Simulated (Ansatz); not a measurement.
Input and output for CH5FNSi (`C[Si](N)F`) radical.

```yaml
crystal:
  periodic: [false, false, false]
  atoms:
    - {symbol: C, position_ang: [-0.489369, 1.004125, -0.629874]}
    - {symbol: Si, position_ang: [0.741389, -0.262140, -0.317417]}
    - {symbol: N, position_ang: [0.385608, -0.989183, 1.119730]}
    - {symbol: F, position_ang: [0.629175, -1.366685, -1.393398]}
    - {symbol: H, position_ang: [-0.308997, 1.480122, -1.545390]}
    - {symbol: H, position_ang: [-0.469423, 1.732457, 0.124870]}
    - {symbol: H, position_ang: [-1.444682, 0.568344, -0.655588]}
    - {symbol: H, position_ang: [0.163540, -0.436264, 1.883030]}
    - {symbol: H, position_ang: [0.877816, -1.775129, 1.397812]}
basis:
  gaussian: {orbitals: def2-SVP}
total_charge: -1
hamiltonian: {xc: {name: wB97X}}
accuracy: high
output: {forces: true}
```

```sh
$ ansatz run in.yaml --threads 4 --pin off --events-out ev --progress --plain --max-ram 10444MiB
```

Shortened log:

```
Functional definition: wB97X
1946 factors; integrals over basis functions are off by at most 3.8e-9 eV
344 factors; integrals over basis functions are off by at most 2.4e-9 eV
mean field evaluation 1: about -13191.9425 eV, gradient 3.5e1 eV
mean field evaluation 2: about -13193.2373 eV, gradient 2.7e1 eV
mean field evaluation 4: about -13194.6870 eV, gradient 1.4e0 eV
mean field evaluation 8: about -13194.8281 eV, gradient 1.6e-1 eV
mean field evaluation 16: about -13194.8282 eV, gradient 2.6e-4 eV
mean field -13194.82822849 eV, -484.9009936211 hartree, gradient 5.8e-8 eV, S^2 0.000000; 0 other end points of the search recorded, 0 dependent functions left out
reference -13194.82822560 eV, -484.9009935149 hartree; 21, 21 occupied and 64, 64 virtual orbitals, 1946 factors
Total energy: -13194.82822560 eV, -484.9009935149 hartree
Atom 0 at    -0.489369     1.004125    -0.629874 Å, force    -1.286945    -0.540087     0.110343 eV/Å
Atom 1 at     0.741389    -0.262140    -0.317417 Å, force     7.436899     5.318217     0.145671 eV/Å
Atom 2 at     0.385608    -0.989183     1.119730 Å, force    -3.293385    -1.905613     1.198789 eV/Å
Atom 3 at     0.629175    -1.366685    -1.393398 Å, force    -1.735093    -4.207800    -3.688065 eV/Å
Atom 4 at    -0.308997     1.480122    -1.545390 Å, force     0.463399     0.890432    -1.795204 eV/Å
Atom 5 at    -0.469423     1.732457     0.124870 Å, force     0.116435     1.422411     1.537287 eV/Å
Atom 6 at    -1.444682     0.568344    -0.655588 Å, force    -2.552738    -0.667326    -0.107198 eV/Å
Atom 7 at     0.163540    -0.436264     1.883030 Å, force    -0.552061     1.400341     1.946671 eV/Å
Atom 8 at     0.877816    -1.775129     1.397812 Å, force     1.403487    -1.710575     0.651706 eV/Å
Dipole moment:    -0.644077    -0.219492     0.358752 e Å
```

It took 8.5 s on 4 threads of an Arm Neoverse V2 on a shared host, with 0.48 GiB of host memory at the peak.
